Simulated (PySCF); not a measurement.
C2H6O3Sn, SMILES [CH]([Sn]([OH])([OH])[OH])=C (connectivity only; charge and spin as stated), charge +1, multiplicity 2.

Geometry: r2SCAN-D4/def2-SVP. The def2 effective core potentials stand for the cores of Sn; spin–orbit coupling is left out. One conformer was computed; it need not be the lowest.

Computed with r2SCAN-D4/def2-SVP (PySCF).

Frequencies are harmonic and unscaled.

```json
[
 {"mode": "1", "ν (cm⁻¹)": "25", "IR (km/mol)": "1.7", "moving atoms (share of kinetic energy)": "O 36 %, C 35 %, H 23 %"},
 {"mode": "2", "ν (cm⁻¹)": "88", "IR (km/mol)": "9.4", "moving atoms (share of kinetic energy)": "O 59 %, C 20 %, H 12 %, Sn 10 %"},
 {"mode": "3", "ν (cm⁻¹)": "106", "IR (km/mol)": "6.0", "moving atoms (share of kinetic energy)": "O 36 %, H 33 %, C 31 %"},
 {"mode": "4", "ν (cm⁻¹)": "133", "IR (km/mol)": "17.4", "moving atoms (share of kinetic energy)": "O 71 %, H 15 %, Sn 11 %"},
 {"mode": "5", "ν (cm⁻¹)": "137", "IR (km/mol)": "7.3", "moving atoms (share of kinetic energy)": "O 59 %, H 23 %, Sn 15 %"},
 {"mode": "6", "ν (cm⁻¹)": "153", "IR (km/mol)": "27.7", "moving atoms (share of kinetic energy)": "O 69 %, Sn 14 %, H 8 %, C 8 %"},
 {"mode": "7", "ν (cm⁻¹)": "213", "IR (km/mol)": "102.0", "moving atoms (share of kinetic energy)": "H 77 %, C 11 %, O 10 %"},
 {"mode": "8", "ν (cm⁻¹)": "218", "IR (km/mol)": "44.8", "moving atoms (share of kinetic energy)": "C 45 %, H 39 %, Sn 11 %"},
 {"mode": "9", "ν (cm⁻¹)": "263", "IR (km/mol)": "42.5", "moving atoms (share of kinetic energy)": "H 76 %, C 13 %, O 10 %"},
 {"mode": "10", "ν (cm⁻¹)": "322", "IR (km/mol)": "90.9", "moving atoms (share of kinetic energy)": "H 88 %, O 11 %"},
 {"mode": "11", "ν (cm⁻¹)": "384", "IR (km/mol)": "22.1", "moving atoms (share of kinetic energy)": "C 58 %, H 37 %"},
 {"mode": "12", "ν (cm⁻¹)": "429", "IR (km/mol)": "47.1", "moving atoms (share of kinetic energy)": "H 55 %, C 41 %"},
 {"mode": "13", "ν (cm⁻¹)": "597", "IR (km/mol)": "2.2", "moving atoms (share of kinetic energy)": "O 92 %"},
 {"mode": "14", "ν (cm⁻¹)": "634", "IR (km/mol)": "35.5", "moving atoms (share of kinetic energy)": "O 87 %, Sn 12 %"},
 {"mode": "15", "ν (cm⁻¹)": "660", "IR (km/mol)": "60.2", "moving atoms (share of kinetic energy)": "O 82 %, Sn 17 %"},
 {"mode": "16", "ν (cm⁻¹)": "787", "IR (km/mol)": "176.3", "moving atoms (share of kinetic energy)": "H 88 %, C 9 %"},
 {"mode": "17", "ν (cm⁻¹)": "810", "IR (km/mol)": "76.4", "moving atoms (share of kinetic energy)": "H 92 %"},
 {"mode": "18", "ν (cm⁻¹)": "829", "IR (km/mol)": "75.7", "moving atoms (share of kinetic energy)": "H 92 %"},
 {"mode": "19", "ν (cm⁻¹)": "853", "IR (km/mol)": "45.1", "moving atoms (share of kinetic energy)": "H 91 %"},
 {"mode": "20", "ν (cm⁻¹)": "865", "IR (km/mol)": "250.6", "moving atoms (share of kinetic energy)": "H 89 %, C 9 %"},
 {"mode": "21", "ν (cm⁻¹)": "973", "IR (km/mol)": "31.7", "moving atoms (share of kinetic energy)": "H 75 %, C 25 %"},
 {"mode": "22", "ν (cm⁻¹)": "1055", "IR (km/mol)": "14.7", "moving atoms (share of kinetic energy)": "H 72 %, C 28 %"},
 {"mode": "23", "ν (cm⁻¹)": "1329", "IR (km/mol)": "61.3", "moving atoms (share of kinetic energy)": "H 86 %, C 14 %"},
 {"mode": "24", "ν (cm⁻¹)": "1510", "IR (km/mol)": "39.1", "moving atoms (share of kinetic energy)": "C 84 %, H 16 %"},
 {"mode": "25", "ν (cm⁻¹)": "3057", "IR (km/mol)": "64.3", "moving atoms (share of kinetic energy)": "H 95 %"},
 {"mode": "26", "ν (cm⁻¹)": "3167", "IR (km/mol)": "16.6", "moving atoms (share of kinetic energy)": "H 91 %, C 9 %"},
 {"mode": "27", "ν (cm⁻¹)": "3178", "IR (km/mol)": "73.6", "moving atoms (share of kinetic energy)": "H 90 %, C 10 %"},
 {"mode": "28", "ν (cm⁻¹)": "3755", "IR (km/mol)": "348.7", "moving atoms (share of kinetic energy)": "H 94 %"},
 {"mode": "29", "ν (cm⁻¹)": "3781", "IR (km/mol)": "221.6", "moving atoms (share of kinetic energy)": "H 94 %"},
 {"mode": "30", "ν (cm⁻¹)": "3785", "IR (km/mol)": "243.2", "moving atoms (share of kinetic energy)": "H 94 %"}
]
```
